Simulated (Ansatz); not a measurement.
Geometry optimisation, RKS PBE-D4/def2-SVP in Ansatz 0.2.0.

Input:

```yaml
crystal:
  periodic: [false, false, false]
  atoms:
    - { symbol: F, position_ang: [0.4114, -2.3841, 0.9445] }
    - { symbol: B, position_ang: [0.2388, -0.9594, 0.5306] }
    - { symbol: Sb, position_ang: [1.8856, 0.4612, 0.9627] }
    - { symbol: C, position_ang: [-1.0565, -0.4158, -0.0729] }
    - { symbol: S, position_ang: [-0.8874, 0.1518, -1.7906] }
    - { symbol: H, position_ang: [0.829, 1.8584, 0.985] }
    - { symbol: H, position_ang: [0.471, -1.15719, -0.59894] }
    - { symbol: H, position_ang: [-1.8289, -1.2389, -0.0851] }
    - { symbol: H, position_ang: [-1.5193, 0.4142, 0.6043] }
    - { symbol: H, position_ang: [-0.2539, 1.35, -1.343] }
basis:
  gaussian: { orbitals: def2-SVP }
hamiltonian:
  xc: pbe
  dispersion: d4
relax:
  f_tol: 0.02
  max_steps: 50
```

Run as:

```bash
$ ansatz run input.yaml --threads 2 --pin off --max-ram 3072MiB --backend cpu --events-out ev --progress --plain --runs-dir out
```

Question: Where does it end, and by what steps?

Answer: The run converged. The force dipped under the threshold on the way, but the program's further checks kept it going. After 24 steps the energy has fallen by 3.022 eV; H7 moved furthest, 2.42 Å. Parted: B2–H7 (1.17 → 2.95 Å). Joined: Sb3–H7 (2.66 → 1.73 Å).

```tsv
step	energy less start (eV)	largest force component (eV/Å)	accepted
0	0.0000	3.909	yes
1	-0.9530	2.407	yes
2	-1.5523	1.356	yes
3	-1.9496	0.941	yes
4	-2.2539	0.611	yes
5	-2.4662	0.398	yes
6	-2.5319	0.585	yes
7	-2.5698	0.303	yes
8	-2.6390	0.444	yes
9	-2.7271	0.537	yes
10	-2.8081	0.600	yes
11	-2.9020	0.329	yes
12	-2.9569	0.310	yes
13	-2.9825	0.349	yes
14	-2.9951	0.412	yes
15	-3.0134	0.147	yes
16	-3.0177	0.083	yes
17	-3.0202	0.031	yes
18	-3.0209	0.024	yes
19	-3.0218	0.019	yes
20	-3.0221	0.024	yes
21	-3.0208	0.098	no
22	-3.0222	0.022	yes
23	-3.0223	0.027	yes
24	-3.0223	0.016	yes
```

```xyz
10
Properties=species:S:1:pos:R:3
F 0.121 -2.353 0.299
B -0.071 -1.029 0.420
Sb 1.720 0.221 1.122
C -1.508 -0.440 0.210
S -1.190 -0.105 -1.592
H 1.084 1.671 0.404
H 2.636 -0.124 -0.306
H -2.318 -1.197 0.234
H -1.823 0.479 0.735
H -0.359 0.958 -1.390
```

Whether the end is a true minimum wasn't checked by a vibrational analysis.

The run took 47 s on 2 threads of Intel(R) Xeon(R) Platinum 8488C (Sapphire Rapids), on a shared host, peak memory 0.2 GiB.
